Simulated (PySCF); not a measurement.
A GIAO shielding run with PySCF 2.14.0 with density-fitted response routines (density fitting, non-relativistic, gas phase) on SMILES COC[Si@H]1CO[SiH2]1, C3H10O2Si2:

```
$ OMP_NUM_THREADS=1 python probes_run.py task.json out

{"job": {"kind": "nmr", "xc": "PBE0", "basis": "pcSseg-1"}, "charge": 0, "multiplicity": 1}
C      3.099911    -0.700641     0.652606
O      1.746837    -0.530560     0.984597
C      1.027269     0.233265     0.037264
Si    -0.713763     0.372318     0.807924
C     -2.005008     1.333012    -0.277783
O     -3.033980     0.336082    -0.361516
Si    -2.499845    -1.052002     0.358001
H      3.615587     0.266181     0.587898
H      3.546253    -1.298920     1.444562
H      3.210289    -1.221513    -0.306974
H      1.037027    -0.266398    -0.941319
H      1.505881     1.213829    -0.097720
H     -0.542053     1.054198     2.101678
H     -2.437979     2.225363     0.176620
H     -1.700444     1.594680    -1.294311
H     -2.418942    -2.121816    -0.642359
H     -3.444040    -1.425048     1.410384
```

Hardware: 1 thread of an Intel Xeon, shared host. The job also computes population analyses, field gradients, ring-centre shieldings.

Question: How large is the calculation?

Answer: 72 electrons, 183 basis functions and 997 auxiliary functions.

Question: How long does it take, and how much memory does it need?

Answer: 91 s of wall time, with 14 SCF cycles and 4 response iterations; peak memory 0.88 GiB. Times on a shared host scatter by some tens of per cent.
